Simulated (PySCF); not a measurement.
C₃H₂O, SMILES C(=O)C#C.

Coordinates come from a B3LYP-D3(BJ)/def2-SVP optimisation.

Two levels are set side by side: PBE/def2-TZVPD (PySCF) and HF/def2-TZVPD (PySCF). Same geometry, gas phase. Differences are taken from unrounded values.

```
quantity                         HF
---------------------------  ------
orbital gap (eV)              13.23
highest occupied level (eV)  -11.59
lowest empty level (eV)        1.64
dipole moment (D)              3.27
mean polarisability (bohr³)    37.8
```

Problem. What does PBE give, and how far is it from HF? (An estimate is asked for; the answer gives what the named calculation found.)

Solution. 
```json
[
 {"quantity": "orbital gap (eV)", "PBE": "3.23", "PBE minus HF": "-10.00"},
 {"quantity": "highest occupied level (eV)", "PBE": "-6.54", "PBE minus HF": "5.05"},
 {"quantity": "lowest empty level (eV)", "PBE": "-3.31", "PBE minus HF": "-4.95"},
 {"quantity": "dipole moment (D)", "PBE": "2.86", "PBE minus HF": "-0.41"},
 {"quantity": "mean polarisability (bohr³)", "PBE": "40.9", "PBE minus HF": "3.1"}
]
```

PBE's occupied levels lie high since its potential decays too fast outside the molecule; exact exchange lowers them and widens the gap. Loosely held outer electrons make PBE densities more polarisable. Differences between two approximate levels are no errors against the true value.

Rough cost on one machine, each run with all the roots and properties that it gave: HF against PBE about 1/3.
